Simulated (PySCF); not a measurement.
A run for PySCF: R-B3LYP/3-21G on CH7GeN (SMILES [CH3][GeH2][NH2]), a point of a torsion scan.

```python
from pyscf import gto, scf, dft, mp
from pyscf.data.elements import chemcore

mol = gto.M(
    atom='''
    C     1.35192574    0.49629316    0.01250021
    Ge   -0.16879543   -0.76557943   -0.00989357
    N    -1.79064700    0.04927887    0.12464377
    H     2.29313945   -0.02219986   -0.13839515
    H     1.23998463    1.22869000   -0.78397190
    H     1.40677391    1.03054174    0.95819331
    H    -0.11204549   -1.77148783    1.10420469
    H    -0.19794673   -1.50863974   -1.31753175
    H    -1.84810761    0.98099094   -0.26237786
    H    -2.19551733    0.07929735    1.04950002
    ''',
    basis='3-21g',
    charge=0, spin=0, verbose=3, max_memory=1800)
mf = dft.RKS(mol, xc='b3lyp')
mf.conv_tol = 1e-8
mf.max_cycle = 100
mf.kernel()
if not mf.converged:
    mf = mf.newton().run(mf.mo_coeff, mf.mo_occ)
```

Program output:

```
converged SCF energy = -2163.55033047734
```

The calculation finished and met its thresholds.

Cost: around 6 core-seconds (rough).
